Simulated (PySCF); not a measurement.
## Gallium: a sound run and one with changed settings

Sound run: Ga²⁺ [Ar] 3d10 4s1, Ga³⁺ [Ar] 3d10. All numbers are calculated (PySCF 2.14, the non-relativistic Hamiltonian (point nucleus), in def2-TZVP (6s5p4d1f, 48 functions)). The sound run starts from symmetry-adapted Hartree-Fock orbitals and uses a fine grid where one is needed.

Changed run: radial step 0.5 in ln r (0.13 in the sound run). This setting is unsound on purpose.

```
species  method  sound run (hartree)  changed run (hartree)  converged
   Ga²⁺     UHF          -1922.34173            -1922.34173        yes
   Ga²⁺    TPSS          -1923.83352            -1923.78077        yes
   Ga²⁺    PBE0          -1923.59345            -1923.55223        yes
   Ga³⁺     UHF          -1921.26929            -1921.26929        yes
   Ga³⁺    TPSS          -1922.70705            -1922.65156        yes
   Ga³⁺    PBE0          -1922.46683            -1922.42562        yes
```

Ionisation energy of Ga²⁺:

```json
{"method": "UHF", "sound run (eV)": "29.183", "changed run (eV)": "29.183"}
{"method": "TPSS", "sound run (eV)": "30.653", "changed run (eV)": "30.728"}
{"method": "PBE0", "sound run (eV)": "30.657", "changed run (eV)": "30.657"}
```

A coarse radial grid mis-integrates the density and the exchange-correlation energy, with errors of either sign; Hartree-Fock needs no grid.

For comparison, NIST gives 30.726 eV between the lowest levels.
